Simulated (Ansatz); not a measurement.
Consider the formal hydrolysis of the Si–C bond: `N[SiH](Br)C=O` + H₂O → `N[SiH](O)Br` + `C=O`.

Gas-phase electronic energies from Ansatz, PBE0-D4/def2-TZVP geometries. CCSD(T)/CBS is the MP2 limit (def2-TZVPP, def2-QZVPP) plus CCSD(T) − MP2 in def2-TZVPP, frozen cores. This one scheme is used for every species. Functionals use def2-TZVPP. For Br outer-core shells are correlated without core-valence functions, which leaves a few kJ/mol of doubt a bond. Scalar relativity is left out up to krypton. Each species was taken in one conformer, which may not be the lowest.

CCSD(T)/CBS gives -118.4 kJ/mol.

Problem. Another level gave -125.0 kJ/mol. Which?
A. HF/def2-TZVPP
B. PBE0-D4/def2-TZVPP
C. CCSD/def2-TZVPP
D. r2SCAN-D4/def2-TZVPP

Solution. C. CCSD/def2-TZVPP -125.0, r2SCAN-D4 -118.1, HF/def2-TZVPP -141.4, PBE0-D4 -111.8 kJ/mol.

Largest T1 diagnostic among the species: 0.015.

In def2-TZVPP, CCSD(T) changes the Hartree–Fock value by +19.8 kJ/mol (the triples alone add +3.4 kJ/mol) and MP2 by +17.1 kJ/mol. From PBE to PBE0 (25 % exact exchange), in def2-TZVPP and without D4, ΔE moves by −7.7 kJ/mol.
